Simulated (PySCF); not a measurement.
Input for PySCF: R-HF/STO-3G on CH5Cl (a complex), monomers drawn apart or pushed together.

```python
from pyscf import gto, scf, dft, mp
from pyscf.data.elements import chemcore

mol = gto.M(
    atom='''
    Cl   -0.41272735   -0.34685482   -0.48214466
    H    -0.29103565   -0.24310584    0.79109653
    C    -0.06816664   -0.04961582    3.03757654
    H    -0.99852628    0.42612469    2.72747996
    H     0.03298310    0.04153390    4.11785509
    H    -0.08361523   -1.10639482    2.77106036
    H     0.77872615    0.44235785    2.55935811
    ''',
    basis='sto-3g',
    charge=0, spin=0, verbose=3, max_memory=1800)
mf = scf.RHF(mol)
mf.conv_tol = 1e-8
mf.max_cycle = 100
mf.kernel()
if not mf.converged:
    mf = mf.newton().run(mf.mo_coeff, mf.mo_occ)
```

The log:

```
converged SCF energy = -494.859222518193
```

Self-consistency was reached.

Cost: around 0.07 core-seconds (rough).
